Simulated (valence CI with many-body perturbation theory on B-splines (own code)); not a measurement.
Which ion has this spectrum?

A relativistic CI+MBPT calculation for an atom or ion with 13 electrons gives these levels (eV):

| J | Parity | E | g |
| --- | --- | --- | --- |
| 1/2 | odd | 0.000 | 0.67 |
| 3/2 | odd | 0.118 | 1.33 |
| 1/2 | even | 8.813 | 2.67 |
| 3/2 | even | 8.856 | 1.73 |
| 5/2 | even | 8.924 | 1.60 |
| 3/2 | even | 11.661 | 0.80 |
| 5/2 | even | 11.666 | 1.20 |
| 1/2 | even | 15.323 | 2.00 |
| 1/2 | even | 16.578 | 0.67 |
| 3/2 | even | 16.656 | 1.33 |
| 3/2 | even | 18.864 | 0.80 |
| 5/2 | even | 18.865 | 1.20 |
| 1/2 | even | 22.502 | 2.00 |
| 3/2 | odd | 22.927 | 0.80 |

The energies are calculated, with errors of about 78 cm⁻¹, more in some levels.

Q: Which is it?
A. K6+
B. P2+
C. S3+
D. Si+

A: C. S3+, ground level 3s2.3p 2P°_1/2.
